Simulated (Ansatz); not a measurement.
`CB(C)N` + H₂O → `CB(C)O` + NH₃ at 600 K and 1 bar (formal hydrolysis of a B–N bond).

Computed with Ansatz on PBE0-D4/def2-TZVP structures; ΔE is electronic, products minus reactants. CBS: MP2 limit from def2 TZ/QZ plus the TZ coupled-cluster correction, frozen cores. This one scheme is used for every species. One conformer a species, not always the lowest.

```tsv
species	CCSD(T)/CBS energy (Eh)	H − E (kJ/mol)	S (J/(mol·K))
`CB(C)N`	-160.48988	333.2	398.9
H₂O	-76.37941	76.8	212.8
`CB(C)O`	-180.36349	297.2	399.6
NH₃	-56.50880	112.4	219.5
```

H − E and S are ideal-gas, rigid-rotor, harmonic terms from PBE0-D4/def2-TZVP, for one conformer and one mirror image of each species. 1 Eh = 2625.50 kJ/mol, R = 8.31446 J/(mol·K).

Q: By hand: ΔE, ΔH, ΔS and ΔG.

A: ΔE = (-180.36349) + (-56.50880) − (-160.48988) − (-76.37941) = -0.00300 Eh = -7.9 kJ/mol. Δ(H − E) = 297.2 + 112.4 − 333.2 − 76.8 = -0.4, so ΔH = -8.3 kJ/mol. ΔS = 399.6 + 219.5 − 398.9 − 212.8 = 7.4 J/(mol·K). ΔG = -8.3 − 600 × (7.4)/1000 = -12.7 kJ/mol.

Q: By hand: the equilibrium constant, and the temperature at which ΔG would vanish if ΔH and ΔS stayed fixed.

A: log₁₀ K = −ΔG/(RT ln 10) = 1.1. ΔH and −TΔS have one sign here, so there is no such temperature.

TΔS isn't small against ΔH here. A doubt of 5 kJ/mol in ΔE shifts log₁₀ K by 0.4 here. Other conformers and mirror images would add mixing entropy, several J/(mol·K) or more a flexible species. These are equilibria of isolated gas molecules and say nothing of rates. Largest T1 diagnostic: 0.011 (customary marks: 0.02 for closed shells, 0.045 for open ones).

ΔS is within the doubt of such terms, so its sign, and with it that verdict, could turn.
